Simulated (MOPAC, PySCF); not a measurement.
HCl₂Ga, SMILES `[Cl][GaH][Cl]`, neutral singlet in the gas phase. 

Cartesian coordinates (Å):
```xyz
4

Cl    -1.8027    -0.9782    -0.0102
Ga    -0.0015     0.1865    -0.0008
Cl     1.8182    -0.9489     0.0184
H     -0.0140     1.7406    -0.0075
```
Charge 0, spin multiplicity 1.

All levels are single points at this geometry (PBE-D3(BJ)/def2-TZVP); Pople sets use spherical d functions. Orbital energies aren't observables, and empty levels follow the basis.

PBE-D3(BJ)/def2-TZVP in PySCF gives dipole (D) = 1.65.

Question: Estimate the dipole (D) from each of these levels: M06-2X/6-31G* in PySCF; HF/6-31G* in PySCF; HF/STO-3G in PySCF; PM3 in MOPAC; PM6 in MOPAC.

Answer: 
```tsv
level	dipole (D)
M06-2X/6-31G* in PySCF	1.99
HF/6-31G* in PySCF	2.21
HF/STO-3G in PySCF	2.55
PM3 in MOPAC	3.71
PM6 in MOPAC	2.03
```
